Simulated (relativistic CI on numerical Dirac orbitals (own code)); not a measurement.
**Hyperfine structure of Rb12+, mass number 85**

Computed by Dirac-Coulomb-Breit CI, orbitals from a KLI potential per configuration, model QED, unscaled Slater integrals (own radial code, finite nucleus).

Configuration list (outside the closed core [Ne]): 3s²3p⁶3d⁷, 3s²3p⁵3d⁸, 3s²3p⁴3d⁹, 3s3p⁶3d⁸, 3s²3p⁶3d⁶4s, 3p⁶3d⁹, 3s²3p⁶3d⁶4p, 3s²3p⁶3d⁶4d, 3s²3p⁶3d⁵4s², 3s3p⁵3d⁹, 3s²3p⁶3d⁵4s4p, 3s²3p⁶3d⁶4f, 3s²3p⁶3d⁶5s, 3s²3p⁶3d⁵4p², 3s²3p⁵3d⁷4s, 3s²3p⁶3d⁶5p. Levels of other configurations are missing.

Nuclear spin I = 5/2, μ = 1.35306 μN, Q = 0.276 b (tables of Stone and Pyykkö). The electronic factors are computed for point nuclear moments, without core polarisation or the Bohr-Weisskopf and QED corrections.

```
          Level  E (eV)  A (MHz)  B (MHz)
3s²3p⁶3d⁷ ⁴F9/2  0.0000     1256      642
3s²3p⁶3d⁷ ⁴F7/2  1.1819     1371      457
3s²3p⁶3d⁷ ⁴F5/2  1.8718     1621      362
3s²3p⁶3d⁷ ⁴F3/2  2.2965     2602      311
3s²3p⁶3d⁷ ⁴P3/2  5.1236     1055      518
3s²3p⁶3d⁷ ⁴P5/2  5.5132    684.8     -892
3s²3p⁶3d⁷ ²G9/2  5.8021     1603     -527
3s²3p⁶3d⁷ ⁴P1/2  6.1264    -1106
```

Levels with J = 0, under 50 % of one LS term, or S terms without an open s electron are left out. Small factors come from cancelling terms and can be off by tens of per cent or more.

At this charge energies of transitions that change n are usually good to better than 1 %, and those within a shell (Δn = 0) to a few per cent. Terms inside the open d or f shell come out 10 to 20 % too wide with unscaled integrals.

Task: Give the hyperfine levels of 3s²3p⁶3d⁷ ⁴F9/2 relative to its centre of gravity.

Result: With K = F(F + 1) − I(I + 1) − J(J + 1), E = AK/2 + B[¾K(K + 1) − I(I + 1)J(J + 1)]/[2I(2I − 1)J(2J − 1)]: F = 2: -16980, F = 3: -13400, F = 4: -8561, F = 5: -2386, F = 6: 5201, F = 7: 14300 MHz.

LS names give the leading component of a level, which can be under half, so a name can repeat, a term be missing and a line seem to break the LS rules.
